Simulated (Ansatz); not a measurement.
```yaml
crystal:
  periodic: [false, false, false]
  atoms:
    - {symbol: O, position_ang: [-0.635250, 0.736390, -1.154628]}
    - {symbol: Si, position_ang: [0.222051, -0.084962, -0.028481]}
    - {symbol: O, position_ang: [1.838467, -0.069388, -0.218566]}
    - {symbol: O, position_ang: [-0.276096, -1.632444, -0.160413]}
    - {symbol: Se, position_ang: [-0.024367, 0.890650, 2.004064]}
    - {symbol: H, position_ang: [-0.597302, 1.693349, -1.106667]}
    - {symbol: H, position_ang: [2.216925, -0.785621, -0.732626]}
    - {symbol: H, position_ang: [-1.173388, -1.772604, -0.467233]}
    - {symbol: H, position_ang: [-1.482539, 0.978329, 1.847350]}
basis:
  gaussian: {orbitals: aug-pcseg-2}
magnetization: {spin_polarized: true, initial_magnetization: 4}
hamiltonian: {xc: {name: PBEsol}, dispersion: d3bj}
output: {forces: true}
```

```sh
$ ansatz run in.yaml --threads 4 --pin off --events-out ev --progress --plain --max-ram 10444MiB
```

Output, abridged:

```
Functional definition: PBEsol
1602 factors; their error is unknown
mean field evaluation 1: about -79309.8678 eV, gradient 7.9e1 eV
mean field evaluation 2: about -78773.5153 eV, gradient 2.7e2 eV
mean field evaluation 4: about -79286.2456 eV, gradient 8.1e1 eV
mean field evaluation 8: about -79328.5031 eV, gradient 2.7e1 eV
mean field evaluation 16: about -79333.0950 eV, gradient 3.8e-1 eV
mean field evaluation 32: about -79333.0965 eV, gradient 2.4e-6 eV
mean field -79333.09645204 eV, -2915.4375207082 hartree, gradient 2.4e-6 eV, S^2 6.002247; 8 other end points of the search recorded, 0 dependent functions left out
reference -79333.09651704 eV, -2915.4375230970 hartree; 40, 36 occupied and 299, 303 virtual orbitals, 1602 factors
Total energy: -79333.18516207 eV, -2915.4407807416 hartree
Atom 0 at    -0.635250     0.736390    -1.154628 Å, force    -0.691971    -0.226071    -0.570208 eV/Å
Atom 1 at     0.222051    -0.084962    -0.028481 Å, force     0.737083    -1.634820    -3.146607 eV/Å
Atom 2 at     1.838467    -0.069388    -0.218566 Å, force     0.182564     0.962399     0.560242 eV/Å
Atom 3 at    -0.276096    -1.632444    -0.160413 Å, force     1.005532    -1.044717     0.594030 eV/Å
Atom 4 at    -0.024367     0.890650     2.004064 Å, force     4.152121     1.559214     4.497589 eV/Å
Atom 5 at    -0.597302     1.693349    -1.106667 Å, force    -0.022726     1.380905    -0.275323 eV/Å
Atom 6 at     2.216925    -0.785621    -0.732626 Å, force     0.582344    -0.970946    -0.633301 eV/Å
Atom 7 at    -1.173388    -1.772604    -0.467233 Å, force    -1.317171    -0.253717    -0.450846 eV/Å
Atom 8 at    -1.482539     0.978329     1.847350 Å, force    -4.627776     0.227753    -0.575576 eV/Å
Dipole moment:     0.181307    -0.085908    -0.173375 e Å
```

(1) What is wrong with this run?

Answers

(1) The spin is set far too high for this molecule. Self-consistency was reached. The result belongs to that input, not to the molecule as meant.
